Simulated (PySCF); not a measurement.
Tm⁵⁹⁺ (thulium, charge +59) across methods

[Ne], closed-shell 1S. Calculation: PySCF 2.14, in an uncontracted even-tempered set (15 s from 37 bohr⁻², ratio 2.5; 9 p from 48 bohr⁻², ratio 2.5; 5 d from 190 bohr⁻², ratio 2.7; 4 f from 280 bohr⁻², ratio 2.7); the non-relativistic Hamiltonian (point nucleus).

| method | E (hartree) | mean ε 1s (eV) | mean ε 2s (eV) | mean ε 2p (eV) | Σ⟨r²⟩ (bohr²) | ⟨S²⟩ |
| --- | --- | --- | --- | --- | --- | --- |
| TPSSh | -8932.50 | -59984.7 | -13446.6 | -13111.0 | 0.06413 | 0.000 |
| r2SCAN | -8932.66 | -59968.6 | -13446.9 | -13111.6 | 0.06410 | 0.000 |
| r2SCAN0 | -8932.68 | -60074.9 | -13485.1 | -13144.8 | 0.06409 | 0.000 |
| LDA | -8924.35 | -59853.6 | -13411.4 | -13088.1 | 0.06418 | 0.000 |
| PBE | -8931.51 | -59900.3 | -13420.5 | -13093.2 | 0.06415 | 0.000 |
| UHF | -8932.28408 | -60393.5 | -13598.9 | -13242.8 | 0.06408 | 0.000 |

(1) Estimate the same row for PBE0.

A non-relativistic calculation at this Z misses sizeable relativistic shifts. Spin-orbit coupling, which splits the p, d and f shells strongly at this Z, is absent.

Results:

(1) E (hartree) = -8931.81; mean ε 1s (eV) = -60023.7; mean ε 2s (eV) = -13465.5; mean ε 2p (eV) = -13131.0; Σ⟨r²⟩ (bohr²) = 0.06413; ⟨S²⟩ = 0.000.
